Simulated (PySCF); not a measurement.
# [C6H8O]+: g tensor and hyperfine couplings

C6H8O (charge +1 and doublet state).
Geometry (GFN2-xTB, Å), atoms numbered from 1 in this order:
```xyz
15
C6H8O angstrom
C      2.473    0.335   -0.340
C      1.084   -0.089   -0.308
C      0.507   -1.368   -0.471
C     -0.857   -1.200   -0.355
C     -1.072    0.176   -0.123
C     -2.303    0.924    0.071
O      0.111    0.811   -0.100
H      2.580    1.355    0.022
H      3.101   -0.353    0.231
H      2.858    0.289   -1.366
H      1.045   -2.278   -0.648
H     -1.621   -1.948   -0.423
H     -3.035    0.333    0.622
H     -2.768    1.144   -0.899
H     -2.107    1.877    0.559
```

As a line formula: `C[C+]1[CH]C=C(C)O1` [radical] (charge +1).

Method used: PySCF 2.14.0, UKS B3LYP, pcH-1 on C H O, non-relativistic, mean-field spin-orbit, GIAO. Isolated species at its GFN2-xTB geometry, gas phase. GFN2-xTB frequencies show an imaginary mode (24i cm⁻¹), so this geometry is no minimum at that level. The geometry wasn't refined by DFT: couplings that depend on bond lengths, twists or pyramidal angles can differ widely from those at the functional's own minimum, by a factor of two or more for some ions and for spin on atoms past the first row. The SCF solution wasn't tested for stability.

```
g1, g2, g3        : 2.00194, 2.00213, 2.00281
g_iso             : 2.00229
Form of g         : rhombic: the two nearest values differ by 22 % of g3 − g1
⟨S²⟩              : 0.7573 (exact 0.7500)
α and β electrons : 26, 25
```

Isotropic coupling and dipolar principal values T1 to T3, in 10⁻⁴ cm⁻¹; ρ(0) is the spin density at the nucleus (1 × 10⁻⁴ cm⁻¹ = 2.998 MHz):

```
atom  isotope  a_iso     T1     T2    T3  Mulliken spin population  ρ(0) (bohr⁻³)
  C1      13C   -5.6   -1.2   -0.5   1.6                     -0.02        -0.0150
  C2      13C   13.4  -13.3  -12.8  26.1                      0.42         0.0357
  C3      13C   -1.7   -3.2   -2.6   5.8                      0.07        -0.0046
  C4      13C   -2.0   -3.0   -2.5   5.4                      0.07        -0.0053
  C5      13C   13.5  -13.4  -12.8  26.2                      0.43         0.0361
  C6      13C   -5.7   -1.1   -0.4   1.6                     -0.03        -0.0151
  O7      17O    1.8   -1.5   -1.5   3.0                     -0.06        -0.0091
  H8       1H    1.9   -0.9   -0.7   1.5                      0.00         0.0013
  H9       1H   20.4   -1.4   -0.6   1.9                      0.02         0.0137
 H10       1H   36.4   -1.5   -0.7   2.1                      0.04         0.0244
 H11       1H   -3.1   -2.1   -1.1   3.2                      0.00        -0.0021
 H12       1H   -2.9   -2.1   -1.1   3.1                      0.00        -0.0020
 H13       1H   14.4   -1.3   -0.6   1.9                      0.02         0.0096
 H14       1H   39.4   -1.5   -0.7   2.2                      0.04         0.0264
 H15       1H    5.3   -1.0   -0.6   1.6                      0.01         0.0036
```

Largest spin populations (Mulliken): C5 (+0.43), C2 (+0.42), C3 (+0.07) and C4 (+0.07).

C4, the radical centre as drawn in `CC1=C[CH][C+](C)O1`, holds a spin population of +0.07 out of 1.

Under fast tumbling the dipolar parts average out, and these isotropic splittings remain: 6 × 1H (H8 (×6), I = 1/2, 7 lines) with 2.10 mT and 2 × 1H (H11/H12, I = 1/2, 3 lines) with 0.32 mT.

Nuclei that the bonding pattern makes equivalent are averaged, as if the motion that swaps them (rotation, inversion, ring flip) were fast. The six 1H nuclei of mean +58.9 MHz run from 5.8 to 118.0 MHz in the frozen geometry.

The 17O coupling of O7 (5.5 MHz) shows only in satellite lines or after enrichment, since that isotope makes up about 0.038 % of natural oxygen.

The 13C coupling of C2/C5 (mean 40.4 MHz) shows only in satellite lines or after enrichment, since that isotope makes up about 1.07 % of natural carbon.

Examples of negative spin density at the nucleus (bohr⁻³): C1/C6 (-0.0151), O7 (-0.0091) and C3/C4 (-0.0050).
